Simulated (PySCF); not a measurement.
H4InP. Atoms are numbered in the order given.

```xyz
6

In     0.6085    -0.0032     0.0000
H      1.4477     0.0208     1.5143
H      1.4477     0.0208    -1.5143
P     -1.9058     0.1185     0.0000
H     -2.0622    -0.8302     1.0430
H     -2.0622    -0.8302    -1.0430
```

The structure is a stationary point at B3LYP-D3(BJ)/def2-TZVP. The def2 effective core potentials stand for the cores of In; spin–orbit coupling is left out.

Calculation: PBE/def2-TZVPD (PySCF).

The molecule is in vacuum.

Computed frontier levels, gap, dipole moment and polarisability:
The highest occupied level is -6.05 eV, the lowest empty level is -2.56 eV and the orbital gap is 3.49 eV. The dipole moment is 0.67 D. The quadrupole, principal values (traceless, Buckingham form, about the centre of nuclear charge) comes out as -5.12, -1.03, 6.15 D·Å and the mean static polarisability is 75.8 bohr³ (11.23 Å³). The polarisability, principal values comes out as 56.2, 69.9, 101.3 bohr³.
